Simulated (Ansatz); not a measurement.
Geometry optimisation, RKS B3LYP-D4/def2-SVP (Ansatz).

input.yaml

```yaml
crystal:
  periodic: [false, false, false]
  atoms:
    - { symbol: Si, position_ang: [0.0, 0.0, 0.0] }
    - { symbol: O, position_ang: [0.0, 0.0, 2.03] }
    - { symbol: Si, position_ang: [-1.3147, -0.4067, 2.9936] }
    - { symbol: H, position_ang: [-2.239, -1.2403, 2.2304] }
    - { symbol: H, position_ang: [-0.8506, -1.1432, 4.1657] }
    - { symbol: H, position_ang: [-1.9987, 0.8095, 3.4233] }
    - { symbol: H, position_ang: [1.3768, 0.0, -0.4862] }
    - { symbol: H, position_ang: [-0.6877, 1.1914, -0.4862] }
    - { symbol: "N", position_ang: [-0.8572, -1.4851, -0.6061] }
    - { symbol: H, position_ang: [-1.3922, -2.1014, 0.0704] }
    - { symbol: H, position_ang: [-0.8219, -1.7344, -1.6357] }
    - { symbol: "N", position_ang: [0.7889, -1.8507, 0.6685] }
    - { symbol: H, position_ang: [0.253, -2.7488, 0.4953] }
    - { symbol: H, position_ang: [1.7191, -1.8781, 1.1759] }
    - { symbol: H, position_ang: [0.4879, -1.1446, 1.7311] }
basis:
  gaussian: { orbitals: def2-SVP }
hamiltonian:
  xc: b3lyp
  dispersion: d4
relax:
  f_tol: 0.15
  max_steps: 25
  restrain:
    - { distance: [0, 11], at: 3.02, k: 30.0 }
    - { distance: [14, 1], at: 2.21, k: 30.0 }
    - { distance: [0, 1], at: 1.68, k: 30.0 }
    - { distance: [14, 11], at: 1.06, k: 30.0 }
output:
  orbitals: {}
```

Launched with:

```bash
$ ansatz run input.yaml --threads 4 --pin off --max-ram 5120MiB --backend cpu --events-out ev --progress --plain --runs-dir out
```

Problem. Where does it end, and by what steps?

Solution. The run converged. The restraints hold the end off the free minimum. After 9 steps the energy has fallen by 4.694 eV (the restraints' own energy left out); N12 moved furthest, 0.96 Å.

```csv
step,energy less start (eV),largest force component (eV/Å),accepted
0,0.0000,5.109,yes
1,-1.2726,4.902,yes
2,-1.8605,5.849,yes
3,-2.9112,4.196,yes
4,-3.9793,1.338,yes
5,-4.4586,0.928,yes
6,-4.6086,0.791,yes
7,-4.6176,0.953,yes
8,-4.6854,0.748,yes
9,-4.6942,0.667,yes
```

```xyz
15
Properties=species:S:1:pos:R:3
Si -0.116 -0.040 0.085
O -0.450 -0.080 1.723
Si -1.557 -0.243 2.950
H -2.656 -1.163 2.532
H -0.860 -0.817 4.134
H -2.142 1.081 3.308
H 1.351 -0.005 -0.119
H -0.645 1.245 -0.470
N -0.913 -1.395 -0.648
H -1.497 -1.983 -0.061
H -1.277 -1.354 -1.595
N 1.361 -2.494 1.101
H 0.791 -2.606 0.267
H 2.212 -2.017 0.816
H 0.860 -1.861 1.745
```

Time of the run: 24 s on 4 threads of Arm Neoverse V1, with other jobs on the host, peak memory 0.32 GiB.
